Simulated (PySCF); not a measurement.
**Vertical excitation energies**

Species: C₅H₄ClF₃N₂.
Numbering: `[CH3:1][n:2]1[n:3][c:4]([C:5]([F:6])([F:7])[F:8])[cH:9][c:10]1[Cl:11]` (hydrogens: H12, H13, H14 on C1; H15 on C9)

The calculation used TDDFT CAM-B3LYP/def2-SVPD, vertical, gas phase, core orbitals frozen in the response in PySCF 2.14.0, density-fitted response routines. Isolated species at its PBE0-D3(BJ)/def2-SVP geometry, gas phase. Torsions of this conformer, `[CH3:1][n:2]1[n:3][c:4]([C:5]([F:6])([F:7])[F:8])[cH:9][c:10]1[Cl:11]`: N3–C4–C5–F6 52°.

Task: What does the calculation give for the low-lying excited states?

Result: 

```
state  E (eV)  λ (nm)  ν̃ (cm⁻¹)       f  main configurations (H = HOMO, L = LUMO)
   S1    6.49   191.0      52370   0.122                    H→L (75%), H-1→L (13%)
   S2    6.68   185.7      53860  0.0020                  H→L+1 (53%), H→L+2 (26%)
   S3    6.69   185.3      53970   0.059       H-1→L (56%), H→L+3 (22%), H→L (15%)
   S4    6.90   179.7      55650  0.0060                               H-2→L (90%)
   S5    7.18   172.8      57880  0.0016                  H→L+2 (53%), H→L+1 (32%)
   S6    7.59   163.4      61200   0.019                             H-1→L+1 (84%)
```

The lowest singlet comes at 191 nm (626 kJ/mol) in the vacuum ultraviolet; it is of moderate strength; its leading configuration is HOMO→LUMO (75%). The lowest level is also the most intense of those listed (f = 0.122). Löwdin shares by element: HOMO carbon 37% or more, nitrogen 24% or more, chlorine 21% (atoms not listed hold the other 17%); LUMO nitrogen 44%, carbon 30% or more (atoms not listed hold the other 25%). The oscillator strengths of these states sum to 0.209; summed over the whole spectrum of an exact calculation they would give the number of electrons, 92 (Thomas–Reiche–Kuhn). Of the 6 states listed, 3 reach f = 0.01 and none stays under 0.0005. The listed states span 1.09 eV, and the widest gap between neighbours is 0.41 eV (S5 to S6). No computed singlet lies in the visible range (380 to 750 nm); the lowest, at 191 nm, stands 3.23 eV above its violet end (3.26 eV). Singlets were solved by full linear response.
